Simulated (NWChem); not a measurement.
The numbers come from NWChem runs, not from measurements. System: H$_{3}$FZr, charge 0, spin multiplicity 1, at a geometry optimised with PBE/def2-SVP with def2 effective core potentials on Zr. The structure started from a generated list of species. Level: G0W0@PBE/def2-SVP with def2 effective core potentials on Zr, RI basis def2-svp-rifit, no spin-orbit coupling.

Input file:

```
start mol
memory heap 200 mb stack 700 mb global 1700 mb
geometry units angstroms nocenter noautoz
  Zr     0.287423    -0.058330     0.000000
  F     -1.559676     0.316550     0.000000
  H      1.022642     0.694711     1.531786
  H      1.022642     0.694711    -1.531786
  H      0.494875    -1.905192     0.000000
  symmetry group Cs
end
basis spherical
  * library def2-svp
end
ecp
  Zr library def2-ecp
end
basis "ri basis" bse spherical
  * library def2-svp-rifit
end
dft
  xc xpbe96 cpbe96
  iterations 100
  direct
  tolerances tight
end
task dft energy
gw
  states alpha occ 4 vir 2
end
task dft gw
```

Part of the output:

```
             Northwest Computational Chemistry Package (NWChem) 7.3.0
             --------------------------------------------------------

                                NWChem Input Module
                                -------------------

 Scaling coordinates for geometry "geometry" by  1.889725989
 (inverse scale =  0.529177249)

 Turning off AUTOSYM since
 SYMMETRY directive was detected!

                             Geometry "geometry" -> ""
                             -------------------------

 Output coordinates in angstroms (scale by  1.889725989 to convert to a.u.)

  No.       Tag          Charge          X              Y              Z
 ---- ---------------- ---------- -------------- -------------- --------------
    1 Zr                  40.0000     0.28742300    -0.05833000     0.00000000
    2 F                    9.0000    -1.55967600     0.31655000     0.00000000
    3 H                    1.0000     1.02264200     0.69471100     1.53178600
    4 H                    1.0000     1.02264200     0.69471100    -1.53178600
    5 H                    1.0000     0.49487500    -1.90519200     0.00000000

 Effective nuclear repulsion energy (a.u.)     140.4839846195

            Nuclear Dipole moment (a.u.)
            ----------------------------
        X                 Y               Z
 ---------------- ---------------- ----------------
    -0.0000094486    -0.0000377945     0.0000000000

      Symmetry information
      --------------------

 Group name             Cs
 Group number              2
 Group order               2
 No. of unique centers     4

      Symmetry unique atoms

     1    2    3    5


 Summary of "ao basis" -> "" (spherical)
 ------------------------------------------------------------------------------
       Tag                 Description            Shells   Functions and Types
 ---------------- ------------------------------  ------  ---------------------
 *                          def2-svp                  on all atoms

 Summary of "ri basis" -> "" (spherical)
 ------------------------------------------------------------------------------
       Tag                 Description            Shells   Functions and Types
 ---------------- ------------------------------  ------  ---------------------
 *                       def2-svp-rifit               on all atoms

  pbe96 is a nonlocal functional; adding pw91lda local functional.

                                 NWChem DFT Module
                                 -----------------

 Summary of "ao basis" -> "ao basis" (spherical)
 ------------------------------------------------------------------------------
       Tag                 Description            Shells   Functions and Types
 ---------------- ------------------------------  ------  ---------------------
 Zr                         def2-svp                11       31   5s3p2d1f
 F                          def2-svp                 6       14   3s2p1d
 H                          def2-svp                 3        5   2s1p

 Summary of "ao basis" -> "ao basis" (spherical)
 ------------------------------------------------------------------------------
       Tag                 Description            Shells   Functions and Types
 ---------------- ------------------------------  ------  ---------------------
 Zr                         def2-svp                11       31   5s3p2d1f
 F                          def2-svp                 6       14   3s2p1d
 H                          def2-svp                 3        5   2s1p
[...]
    16      0.329517  1 Zr d -1              46      0.307175  3 H  s
    51     -0.307175  4 H  s                 18     -0.290170  1 Zr d  1
     8     -0.230938  1 Zr pz                47      0.224308  3 H  s
    52     -0.224308  4 H  s                 11      0.099785  1 Zr pz
    37     -0.070092  2 F  pz                14      0.055562  1 Zr pz

 Vector   13  Occ=0.000000D+00  E=-1.201400D-01  Symmetry=a"
              MO Center=  3.8D-01, -2.3D-01, -6.8D-09, r^2= 2.1D+00
   Bfn.  Coefficient  Atom+Function         Bfn.  Coefficient  Atom+Function
  ----- ------------  ---------------      ----- ------------  ---------------
    16      0.698222  1 Zr d -1              18      0.441006  1 Zr d  1
    21      0.247469  1 Zr d -1              37      0.134844  2 F  pz
    14     -0.121458  1 Zr pz                40     -0.114722  2 F  pz
     8      0.110531  1 Zr pz                47     -0.100752  3 H  s
    52      0.100752  4 H  s                 23      0.087323  1 Zr d  1

 Vector   14  Occ=0.000000D+00  E=-1.201369D-01  Symmetry=a'
              MO Center=  4.4D-01,  6.7D-02,  6.8D-09, r^2= 2.1D+00
   Bfn.  Coefficient  Atom+Function         Bfn.  Coefficient  Atom+Function
  ----- ------------  ---------------      ----- ------------  ---------------
    15      0.642260  1 Zr d -2              17     -0.516531  1 Zr d  0
    22     -0.194966  1 Zr d  0              20      0.168046  1 Zr d -2
    36     -0.132175  2 F  py                13      0.119047  1 Zr py
    57     -0.116343  5 H  s                 39      0.112452  2 F  py
     7     -0.108332  1 Zr py                10      0.063070  1 Zr py

 Vector   15  Occ=0.000000D+00  E=-7.575480D-02  Symmetry=a'
              MO Center=  1.1D+00, -2.2D-01, -4.4D-14, r^2= 3.6D+00
   Bfn.  Coefficient  Atom+Function         Bfn.  Coefficient  Atom+Function
  ----- ------------  ---------------      ----- ------------  ---------------
    19      0.505780  1 Zr d  2              12      0.358421  1 Zr px
    17     -0.317175  1 Zr d  0               6     -0.306647  1 Zr px
    24      0.249603  1 Zr d  2               4     -0.246244  1 Zr s
     9      0.242594  1 Zr px                 5      0.230186  1 Zr s
    15     -0.214178  1 Zr d -2              35      0.182771  2 F  px

 center of mass
 --------------
 x =  -0.02077958 y =   0.00422125 z =   0.00000000

 moments of inertia (a.u.)
 ------------------
          41.315290322292          37.148153892952           0.000000000000
          37.148153892952         216.810659837679           0.000000000000
           0.000000000000           0.000000000000         224.347557343464

     Multipole analysis of the density
     ---------------------------------

     L   x y z        total         alpha         beta         nuclear
     -   - - -        -----         -----         ----         -------
     0   0 0 0      0.000000    -12.000000    -12.000000     24.000000

     1   1 0 0      0.194275      7.701252      7.701252    -15.208229
     1   0 1 0     -0.039315     -1.562826     -1.562826      3.086338
     1   0 0 1      0.000000      0.000000      0.000000      0.000000

     2   2 0 0    -24.205879    -57.136099    -57.136099     90.066318
     2   1 1 0     -0.213544      7.332780      7.332780    -14.879104
     2   1 0 1     -0.000000     -0.000000     -0.000000      0.000000
     2   0 2 0    -25.214465    -22.494915    -22.494915     19.775365
     2   0 1 1      0.000000      0.000000      0.000000      0.000000
     2   0 0 2    -25.258927    -21.008496    -21.008496     16.758065

 Task  times  cpu:        5.2s     wall:        5.2s

                                NWChem Input Module
                                -------------------

                                 NWChem GW Module
                                 ----------------

                             ***********************
                             ***        GW       ***
                             ***********************

 Summary of "ri basis" -> "ri basis" (spherical)
 ------------------------------------------------------------------------------
       Tag                 Description            Shells   Functions and Types
 ---------------- ------------------------------  ------  ---------------------
 Zr                      def2-svp-rifit             30      132   8s7p6d5f3g1h
 F                       def2-svp-rifit             16       48   6s5p4d1f
 H                       def2-svp-rifit              6       14   3s2p1d

                 Memory Information
                 ------------------
          Available GA per process is          1700.0 MBs
          Available stack per process is        700.0 MBs
          Available heap per process is           0.1 MBs

          Peak memory in Initialization
              Peak GA per process is                  1.8 MBs
              Peak stack per process is               0.0 MBs
              Peak heap per process is                2.0 MBs
              Memory not in MA per process            0.0 MBs

          Peak memory in AFF Calculation
              Peak GA per process is                  4.9 MBs
              Peak stack per process is               2.5 MBs
              Peak heap per process is                0.0 MBs
              Memory not in MA per process            2.5 MBs

          Computing 2-center integrals
          Computing Inverse Cholesky factor
          Computing 3-center integrals
          Computing V_xc ...

          Computing Sigma_x
          Computing RPA polarizability
          Solving quasiparticle equations

                  Alpha Orbitals
          State     Energy (eV)     Error (eV)
          -----------------------------------
@GW         9        -13.329           0.002
@GW        10        -10.535           0.002
@GW        11         -9.929           0.002
@GW        12         -9.929           0.002
@GW        13          0.107           0.002
@GW        14          0.107           0.002

   Applying  -2.7495 eV scissor-shift to rest of particle states

   Applying   3.3758 eV scissor-shift to rest of hole states

     GW Timing Statistics
   ------------------------
   Init.   :          0.2s
     ERIs  :          0.3s
     Distr.:          0.0s
     Vxc   :          0.3s
   Sigma_x :          0.0s
   RPA     :          0.1s
   Wmn     :          0.0s
   Sigma_c :          0.0s
   GW total:          0.9s

 Task  times  cpu:        0.9s     wall:        0.9s

 Total times  cpu:        6.2s     wall:        6.2s
```
